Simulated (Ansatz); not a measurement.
Al₂O₃⁻. Total charge -1; doublet. Geometry PBE-D4/def2-SVP, that of the neutral singlet; atoms count from 1.

```csv
atom,x (Å),y (Å),z (Å)
Al1,-1.4785,-0.2510,0.7949
Al2,1.4787,0.2496,-0.7950
O3,-2.8900,-0.4888,1.5550
O4,0.0007,-0.0010,0.0011
O5,2.8890,0.4912,-1.5561
```

The structure comes from a short search, and lower isomers may exist.

Estimate the Mulliken populations from the PBE0/def2-TZVPD orbitals of Ansatz.


```json
{"atom": "Al1", "charge (e)": "0.30", "spin (α − β)": "0.23"}
{"atom": "Al2", "charge (e)": "0.30", "spin (α − β)": "0.23"}
{"atom": "O3", "charge (e)": "-0.67", "spin (α − β)": "0.11"}
{"atom": "O4", "charge (e)": "-0.26", "spin (α − β)": "0.32"}
{"atom": "O5", "charge (e)": "-0.67", "spin (α − β)": "0.11"}
```
Mulliken values and Mayer orders depend strongly on the basis. With diffuse functions, as here, like atoms can get unlike values, and bond orders can come out too low or too high.

Where does the spin sit?

Summed by element: Al 0.46, O 0.54, of 1 unpaired in all. Largest on single atoms: O4 0.32, Al1 0.23, Al2 0.23.

And the Mayer bond orders between bonded heavy atoms (over 0.3)?

Al1–O3 2.08 (1.62 Å); Al1–O4 1.16 (1.70 Å); Al2–O4 1.16 (1.70 Å); Al2–O5 2.08 (1.62 Å).
